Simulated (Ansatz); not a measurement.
A nudged elastic band was laid between two geometries of BH₆NSiTe (10 atoms, charge 0, multiplicity 1).

Level of theory: RKS CAM-B3LYP-D4/def2-SVP (Ansatz 0.2.0).

```yaml
movable_images: 4
climbing_image: no
spring: 5.0 eV/Å²
optimiser: quadratic models (default)
start_path: through a guess of the saddle point
force_threshold: 0.05 eV/Å
iteration_limit: 60
end_points: relaxed
```

Image 0:

```xyz
10
Properties=species:S:1:pos:R:3
N -0.785 1.241 -0.162
B 0.075 0.163 -0.326
Si 0.224 -1.253 1.110
Te 1.298 -0.041 -2.118
H -0.901 1.986 -0.841
H -1.365 1.353 0.661
H 1.577 -1.251 1.739
H -0.017 -2.621 0.568
H -0.781 -1.000 2.189
H 0.760 1.373 -2.817
```

Image 5:

```xyz
10
Properties=species:S:1:pos:R:3
N -1.384 1.110 -0.241
B -0.163 0.458 -0.370
Si 0.350 -1.051 0.865
Te 1.212 1.095 -1.943
H -1.701 1.874 -0.828
H -2.058 0.854 0.472
H 0.606 -2.308 0.103
H -0.735 -1.329 1.858
H 1.592 -0.726 1.625
H 2.365 -0.028 -1.538
```

Question: What changes between the two ends?

Answer: No bond is made or broken. The height of N1 over the plane of its neighbours goes from 0.00 to 0.00 Å.

Question: Give the energies along the band, and the barrier.

Answer: The run converged. The highest image is number 1 of 0 to 5, 4.1 kcal/mol above the first end and 4.2 kcal/mol above the last; the last end lies 0.1 kcal/mol below the first. No image climbed, so the highest image needn't sit at the top of the path.

```tsv
image	path coordinate (Å)	energy (kcal/mol)	height of N1 over the plane of its neighbours (Å)
0	0.00	0.0	0.00
1	1.40	4.1	0.01
2	2.79	2.7	-0.01
3	4.19	0.5	0.00
4	5.59	0.4	0.00
5	6.99	-0.1	0.00
```

Question: What is the geometry of the highest image?

Answer: 
```xyz
10
Properties=species:S:1:pos:R:3
N -1.001 1.220 -0.211
B -0.154 0.140 -0.374
Si 0.263 -1.187 1.081
Te 0.865 -0.164 -2.337
H -1.229 1.872 -0.955
H -1.478 1.408 0.665
H 1.724 -1.161 1.377
H -0.087 -2.567 0.633
H -0.472 -0.910 2.355
H 1.651 1.297 -2.232
```

Run time: 7.9 min on 2 threads of Intel(R) Xeon(R) Platinum 8488C (Sapphire Rapids), with other jobs on the host, peak memory 0.31 GiB.
